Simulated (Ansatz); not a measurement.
Basis-set extrapolation for C$_{2}$H$_{6}$BFOS (`CSB(O)CF`) (PBE0-D4/def2-TZVP geometry, frozen core, the Gaussian-basis code of Ansatz). Multiplicity 1, RHF reference.

```tsv
	def2-TZVPP	def2-QZVPP
HF	-675.951816	-675.975664
MP2 correlation	-1.105510	-1.193908
CCSD(T) correlation	-1.194392	not run
```

Energies in hartree. Use E(X) = E(∞) + A·exp(−7.88·√X) for Hartree–Fock and E(X) = E(∞) + B·X^(−2.97) for correlation, with X = 3 and 4, and add CCSD(T) minus MP2 of the smaller set to the MP2 limit.

Problem. What is the CCSD(T) energy at the basis-set limit?

Solution. HF limit: -675.975664 + (-0.023848) × 0.13774 = -675.97895. MP2 limit: -1.193908 + (-0.088398) × 0.74074 = -1.25939. Higher-order term: -1.194392 − (-1.105510) = -0.08888. Total: -677.32722 hartree, 113.6 kcal/mol below CCSD(T)/def2-TZVPP.
